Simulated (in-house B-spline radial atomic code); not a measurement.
**The zinc ion Zn⁴⁺: 1s1 2s2 2p6 3s2 (3p1/2)2 (3p3/2)3 3d10 (with a hole in an inner shell)**

All numbers are computed (Dirac-Kohn-Sham LDA VWN5, spherical fractional occupations; Fermi nucleus of rms radius 3.9283 fm) with a B-spline radial code for spherical atoms, not measured.

Screening seen three ways: the hydrogenic charge with the same mean radius, Z_r = [3n² - l(l+1)]/(2<r>), the one with the same energy, Z_e = n√(-2ε), and Slater's rules. Values are occupation-weighted means over j. An effective charge above Z reflects the relativistic contraction of the inner shells.

```tsv
shell	electrons	ε (eV)	<r> (bohr)	Z_r	Z_e	Slater
1s	1	-9919.5	0.04986	30.08	27.00	30.00
2s	2	-1292.9	0.2209	27.16	19.50	26.70
2p	6	-1156.1	0.1913	26.13	18.44	26.70
3s	2	-202.16	0.6558	20.59	11.56	20.10
3p	5	-157.07	0.671	18.63	10.19	20.10
3d	10	-77.025	0.7397	14.19	7.14	10.85
```

The least bound orbital is 3d5/2 at -76.82 eV, and it is also the most diffuse (<r> = 0.7414 bohr). The part-filled 1s shell lies below the filled 3d shell in orbital energy.

For the 1s electron the small component carries 1.19 % of the norm, the zero-frequency Breit interaction raises the level by 8.861 eV, self-energy by 6.828 eV, and vacuum polarisation lowers it by 0.6331 eV.
